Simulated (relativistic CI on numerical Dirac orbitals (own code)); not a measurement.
Calculated at this level of theory: Dirac-Coulomb-Breit CI, KLI orbitals optimised for each configuration, a model potential for QED, unscaled Slater integrals (own radial code, finite nucleus).

The strongest absorption lines from the ground level of an ion, among the configurations computed and to levels below about 299 eV (vacuum wavelength in Å, gf): 83.983 (0.85), 87.294 (1.2), 87.644 (1.1), 88.103 (2.6), 90.249 (1.3), 91.306 (0.96), 111.34 (0.74), 133.37 (0.36).

Question: Which ion is it?
A. Pr XXVII
B. La XXV
C. Pr XXIX
D. Pm XXIX

Answer: A. Pr XXVII has 33 electrons and the ground level 4s²4p³ ²P°3/2; the strongest line goes to 4s²4p²4d ⁴D5/2. The pattern of lines fixes the number of electrons, and along that sequence the line energies rise steadily with the charge (about as its square where n changes within one kind of shell, about linearly where n is kept but much faster in heavy ions where fine structure, which grows about as Z⁴, sets the gap, and irregularly where shells cross), which fixes Z. Configurations outside the model, such as inner-shell arrays, can give stronger lines. At this charge energies of transitions that change n are usually good to better than 1 %, and those within a shell (Δn = 0) to a few per cent.

LS names give the leading component of a level, which can be under half, so a name can repeat, a term be missing and a line seem to break the LS rules.
